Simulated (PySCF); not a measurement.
CH4AlBN, C2H5BCl (calculated)

Computed with PySCF 2.14.0. Calculation on a computer-drawn molecule: the log of a Hartree-Fock and frozen-core CCSD(T) single point meant for a local Hartree-Fock minimum, with one planted fault or none, to be diagnosed. Offsets are logged minus clean, where the clean run is the same molecule without the fault. The reference is restricted for singlets and unrestricted otherwise, and also for a bond in bohr or an excited solution. Adding or removing an electron swaps singlet and doublet. The excited solution moves the top pair (singlet) or top alpha electron (doublet) to the lowest empty orbital. Highest occupied and lowest empty are orbital energies over both spins, largest force is the largest gradient component, triples share is (T) over the correlation energy, the T1 limit is 0.02 restricted and 0.045 unrestricted, electrons count all cores, a negative frequency is imaginary (commonest isotopes), and the dipole is about the centre of nuclear charge.

Common to all runs: meant charge 0; meant multiplicity 2; meant basis cc-pV(D+d)Z; logged SCF converged yes; possible faults no fault, one electron removed, one electron added, multiplicity raised by two, geometry at a saddle point, SCF held on an excited solution, minimal basis STO-3G, one bond length entered in bohr, all coordinates scaled.

(1) CH4AlBN

Logged structure:
```xyz
8
CH4AlBN
C      2.2773     0.4402    -2.1476
B      2.4017     0.7058    -0.6135
N      1.3197     1.1455     0.1653
Al     0.0922     1.6515     1.0916
H      1.3439     0.5799    -2.6897
H      3.1107     0.1026    -2.7592
H      3.4886     0.5164    -0.1019
H     -1.0869     2.1366     1.9738
```

| Property | Result |
| --- | --- |
| logged electrons | 35 |
| logged basis functions | 85 |
| logged spin squared | 1.7997 |
| logged highest occupied | -4.7886 eV |
| logged lowest empty | -0.32912 eV |
| logged largest force | 0.10142 hartree/bohr |
| logged CC converged | no |
| logged dipole magnitude | 0.7755 debye |
| logged SCF stable within its kind | no |
| logged energy HF | -361.11496 hartree |
| planted fault | SCF held on an excited solution |
| HF energy offset from clean run | 56.66 kcal/mol |

Drawn bonds:
| atom | other atom | order |
| --- | --- | --- |
| 1 | 2 | 1 |
| 2 | 3 | 1 |
| 3 | 4 | 2 |
| 1 | 5 | 1 |
| 1 | 6 | 1 |
| 2 | 7 | 1 |
| 4 | 8 | 1 |

Notes: CCSD not converged.

(2) C2H5BCl

Logged structure:
```xyz
9
C2H5BCl
C      0.1742     1.9457    -0.4022
C      0.9453     1.3956     0.7706
B      2.3899     1.0906     0.2186
Cl     3.7112     2.2533     0.4286
H      0.2531     2.9942    -0.6617
H     -0.2682     1.2776    -1.1309
H      0.9641     2.1185     1.5879
H      0.4745     0.4744     1.1248
H      2.6445     0.1104    -0.4143
```

| Quantity | Value |
| --- | --- |
| logged electrons | 39 |
| logged basis functions | 90 |
| logged spin squared | 3.7806 |
| logged highest occupied | -5.6711 eV |
| logged lowest empty | -2.8965 eV |
| logged largest force | 0.038497 hartree/bohr |
| logged T1 diagnostic | 0.045736 |
| logged D1 diagnostic | 0.29754 |
| logged triples share | 0.030681 |
| logged CC converged | yes |
| logged dipole magnitude | 2.4695 debye |
| logged SCF stable within its kind | yes |
| logged energy HF | -562.62146 hartree |
| logged energy CCSD(T) | -563.1748 hartree |
| planted fault | multiplicity raised by two |
| HF energy offset from clean run | 136 kcal/mol |
| CCSD(T) energy offset from clean run | 132.1 kcal/mol |

Drawn bonds:
| atom | other atom | order |
| --- | --- | --- |
| 1 | 2 | 1 |
| 2 | 3 | 1 |
| 3 | 4 | 1 |
| 1 | 5 | 1 |
| 1 | 6 | 1 |
| 2 | 7 | 1 |
| 2 | 8 | 1 |
| 3 | 9 | 1 |

Notes: T1 above single-reference limit.
